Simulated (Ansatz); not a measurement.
Geometry optimisation, RKS PBE0-D4/def2-SVP in Ansatz.

Input:

```yaml
crystal:
  periodic: [false, false, false]
  atoms:
    - { symbol: C, position_ang: [-0.7172, 1.0857, -0.2199] }
    - { symbol: B, position_ang: [0.0757, -0.1848, 0.0786] }
    - { symbol: "N", position_ang: [1.1102, -0.66513, -0.91944] }
    - { symbol: "N", position_ang: [-0.22165, -1.01212, 1.388] }
    - { symbol: H, position_ang: [-1.3402, 0.9788, -1.1863] }
    - { symbol: H, position_ang: [-1.4692, 1.3524, 0.6003] }
    - { symbol: H, position_ang: [-0.0517, 1.9956, -0.3475] }
    - { symbol: H, position_ang: [1.45923, -1.6169, -0.54588] }
    - { symbol: H, position_ang: [0.57284, -0.94722, -1.84381] }
    - { symbol: H, position_ang: [-0.8879, -0.44057, 1.90918] }
    - { symbol: H, position_ang: [0.72117, -0.92507, 1.89771] }
basis:
  gaussian: { orbitals: def2-SVP }
hamiltonian:
  xc: pbe0
  dispersion: d4
relax:
  f_tol: 0.015
  max_steps: 40
```

Run as:

```bash
$ ansatz run input.yaml --threads 1 --pin off --max-ram 2048MiB --backend cpu --events-out ev --progress --plain --runs-dir out
```

Question: Where does it end, and by what steps?

Answer: The forces met the threshold. After 8 steps the energy has fallen by 1.512 eV; H11 moved furthest, 0.54 Å.

```csv
step,energy less start (eV),largest force component (eV/Å),accepted
0,0.0000,2.843,yes
1,-0.8017,1.944,yes
2,-1.1615,2.735,yes
3,-1.4443,0.697,yes
4,-1.5098,0.104,yes
5,-1.5074,0.136,no
6,-1.5116,0.089,yes
7,-1.5118,0.035,yes
8,-1.5123,0.006,yes
```

```xyz
11
Properties=species:S:1:pos:R:3
C -0.816 1.064 -0.296
B 0.030 -0.212 0.128
N 0.813 -0.887 -0.843
N 0.016 -0.649 1.477
H -1.203 0.984 -1.325
H -1.675 1.245 0.369
H -0.184 1.968 -0.261
H 1.404 -1.682 -0.644
H 0.843 -0.596 -1.808
H -0.531 -0.186 2.186
H 0.553 -1.430 1.828
```

Whether the end is a true minimum wasn't checked by a vibrational analysis.

Time of the run: 33 s on 1 thread of Arm Neoverse V1 (shared host), peak memory 0.17 GiB.
